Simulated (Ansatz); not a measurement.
Consider the ligand exchange at the Si–S bond: `CS[Si]SC` + H₂S → `CS[Si]S` + CH₃SH.

Isolated molecules relaxed with PBE0-D4/def2-TZVP in Ansatz; ΔE leaves out vibrations. CCSD(T)/CBS adds triple-zeta CCSD(T) − MP2 to the extrapolated MP2 energy (def2 sets, frozen cores). This one scheme is used for every species. Functionals use def2-TZVPP. One conformer a species, not always the lowest.

`CS[Si]SC`:

Cartesian coordinates in Å:
```
C -0.077 0.414 -1.576
S -0.211 2.011 -0.724
Si -1.189 1.885 1.171
S -0.987 -0.111 1.904
C 0.442 -0.993 1.216
H -0.257 0.615 -2.632
H -0.832 -0.277 -1.208
H 0.917 -0.014 -1.458
H 0.864 -1.578 2.034
H 0.142 -1.665 0.414
H 1.188 -0.287 0.858
```

H₂S:

```xyz
3

S    -0.561    0.244   -0.099
H     0.526    0.654    0.573
H     0.035   -0.898   -0.474
```

`CS[Si]S`:

Cartesian coordinates in Å:
```
C -0.838 -1.345 -0.191
S 0.577 -0.212 -0.269
Si -0.239 1.531 0.619
S 1.493 2.797 0.483
H -1.100 -1.654 -1.203
H -0.560 -2.219 0.396
H -1.697 -0.856 0.271
H 2.364 1.957 -0.107
```

CH₃SH:

Z-matrix (Å, degrees):
```
C
S 1 1.806
H 1 1.089 2 111.5
H 1 1.089 2 111.5 3 -123.8
H 1 1.090 2 106.2 3 118.1
H 2 1.342 1 97.1 3 61.9
```

Problem. Is it downhill or uphill in electronic energy at CCSD(T)/CBS, and by how much? (Estimate.)

Solution. The calculation gave: Downhill: ΔE = -5.1 kcal/mol.

Problem. What do these levels give: PBE-D4, ωB97M-V, HF/def2-TZVPP, CCSD(T)/def2-TZVPP, HF/def2-QZVPP, CCSD/CBS(def2)? (Best estimate.)

Solution. The calculation gave: PBE-D4 -4.8, ωB97M-V -6.0, HF/def2-TZVPP -8.9, CCSD(T)/def2-TZVPP -5.1, HF/def2-QZVPP -8.9, CCSD/CBS(def2) -5.9 kcal/mol.

Largest T1 diagnostic among the species: 0.015.

In def2-TZVPP, CCSD(T) changes the Hartree–Fock value by +3.7 kcal/mol (the triples alone add +0.8 kcal/mol) and MP2 by +3.7 kcal/mol. The D4 term adds +2.3 kcal/mol with B3LYP and +1.4 kcal/mol with PBE0; it sums over pairs of atoms, weighted by their polarisabilities, and B3LYP, whose exchange is more repulsive, gets the larger term.

B3LYP here is the variant with VWN-RPA as its local correlation; programs differ in this.
